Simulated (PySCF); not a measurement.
## Iron: a sound run and one with changed settings

Sound run: Fe [Ar] 3d6 4s2, Fe⁺ [Ar] 3d6 4s1. Computed with PySCF 2.14 in jorge-DZP-DKH (8s6p2d1f, 43 functions), with scalar relativity by spin-free X2C-1e. The sound run starts from symmetry-adapted Hartree-Fock orbitals and uses a fine grid where one is needed.

A second run was set up differently.

| species | method | sound run (hartree) | changed run (hartree) | converged |
| --- | --- | --- | --- | --- |
| Fe | UHF | -1271.29417 | -1271.29417 | yes |
| Fe | r2SCAN | -1272.51733 | -1272.52033 | yes |
| Fe | B3LYP | -1272.60006 | -1272.59953 | yes |
| Fe⁺ | UHF | -1271.06109 | -1271.06109 | yes |
| Fe⁺ | r2SCAN | -1272.24516 | -1272.24780 | yes |
| Fe⁺ | B3LYP | -1272.31044 | -1272.30999 | yes |

Ionisation energy of Fe:

| method | sound run (eV) | changed run (eV) |
| --- | --- | --- |
| UHF | 6.342 | 6.342 |
| r2SCAN | 7.406 | 7.416 |
| B3LYP | 7.881 | 7.879 |

(1) What was changed?
A. level shift left on
B. radial grid too coarse
C. a valence shell is frozen
D. too few SCF iterations

Answers

(1) B. It used radial step 0.3 in ln r (0.13 in the sound run). A coarse radial grid mis-integrates the density and the exchange-correlation energy, with errors of either sign; Hartree-Fock needs no grid.
